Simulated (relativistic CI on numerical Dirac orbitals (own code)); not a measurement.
# d1 to d9 in one octahedral field

Computed with a parametric ligand-field model without spin-orbit coupling, by exact diagonalisation: B = 390, C = 1740, 10Dq = 37900 cm⁻¹ (Oh; |10Dq|/B = 97.2) for every shell. Energies in cm⁻¹; the field energy is (0.6 n_e − 0.4 n_t2) × 10Dq of the ground term; g labels are left out. So small a B with so large a field is typical of 4d and 5d ions, where spin-orbit coupling, left out here, reaches 1,000 to 4,000 cm⁻¹.

| Shell | Ground term | Electrons in e | Field energy | First spin-allowed bands | Lowest term of other spin |
| --- | --- | --- | --- | --- | --- |
| d1 | 2T2 | 0.000 | -15160 | 2E 37900 |  |
| d2 | 3T1 | 0.003 | -30200 | 3T2 36862, 3T1 41674 | 1T2 5903 |
| d3 | 4A2 | 0.000 | -45480 | 4T2 37900, 4T1 42422 | 2E 8456 |
| d4 | 3T1 | 0.006 | -60429 | 3E 36079, 3T1 36516 | 1T2 5377 |
| d5 | 2T2 | 0.011 | -75377 | 2A2 35417, 2T1 35556 | 4T1 29398 |
| d6 | 1A1 | 0.009 | -90613 | 1T1 36461, 1T2 42343 | 3T1 32865 |
| d7 | ? | ? | ? | ? | ? |
| d8 | 3A2 | 2.000 | -45480 | 3T2 37900, 3T1 42422 | 1E 6576 |
| d9 | 2E | 3.000 | -22740 | 2T2 37900 |  |

(1) Fill in the row of d7.

Results:

(1) Ground term: 2E; Electrons in e: 1.006; Field energy: -68012; First spin-allowed bands: 2T1 36382, 2T2 36861; Lowest term of other spin: 4T1 29488. Low spin: d4, d5, d6, d7; the other shells keep the spin of the free ion. Only d4 to d7 can choose; the field needed to pair spins is smallest for d6 and largest for d5, which loses most exchange energy. In the strong-field picture 10Dq must exceed about 6B + 5C = 11040 (d4), 7.5B + 5C = 11625 (d5), 2.5B + 4C = 7935 (d6) and 4B + 4C = 8520 (d7); mixing of terms shifts these bounds somewhat.
